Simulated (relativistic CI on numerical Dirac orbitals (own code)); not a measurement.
**Hyperfine structure of Pb LXVII, mass number 207**

Method of calculation: Dirac-Coulomb-Breit CI, KLI orbitals optimised for each configuration, model QED (radiative potential, 1s self-energy scaled to tabulated hydrogen-like ionisation energies), unscaled Slater integrals (own radial code, finite nucleus).

Configuration list (outside the closed core [Ne]): 3s2.3p4, 3s2.3p3.3d, 3s.3p5, 3p6, 3s.3p4.3d, 3s.3p3.3d2, 3p5.3d, 3s2.3p2.3d.4p, 3s2.3p3.4s, 3s.3p3.3d.4s, 3p5.4s, 3s2.3p3.4p, 3s2.3p2.3d2, 3s2.3p.3d3, 3s.3p2.3d3, 3s2.3p.3d2.4s, 3s2.3p.3d2.4p, 3p4.3d2, 3p3.3d3, 3p3.3d2.4s, 3p3.3d2.4p. Double excitations out of closed p, d and f shells are left out; levels of such configurations are missing from the list, as are those of other unlisted configurations, and high levels can miss mixing partners.

Nuclear spin I = 1/2, μ = 0.5906 μN (tables of Stone and Pyykkö). The electronic factors are computed for point nuclear moments, without core polarisation or the Bohr-Weisskopf and QED corrections.

```tsv
Level	E (Ry)	A (GHz)
3s2.3p4 3P_2	0.0000	361.3
3s2.3p3.3d 3F°_4	29.5322	183.6
3s2.3p4 3P_1	42.1804	-502.9
3s2.3p4 1D_2	42.9711	1238
```

Levels with J = 0, under 50 % of one LS term, or S terms without an open s electron are left out. Small factors come from cancelling terms and can be off by tens of per cent or more.

At this charge energies of transitions that change n are usually good to better than 1 %, and those within a shell (Δn = 0) to a few per cent.

**Question.** Give the hyperfine levels of 3s2.3p3.3d 3F°_4 relative to its centre of gravity.

**Answer.** With K = F(F + 1) − I(I + 1) − J(J + 1), E = AK/2: F = 7/2: -458.9, F = 9/2: 367.1 GHz.

LS names give the leading component of a level, which can be under half, so a name can repeat, a term be missing and a line seem to break the LS rules.
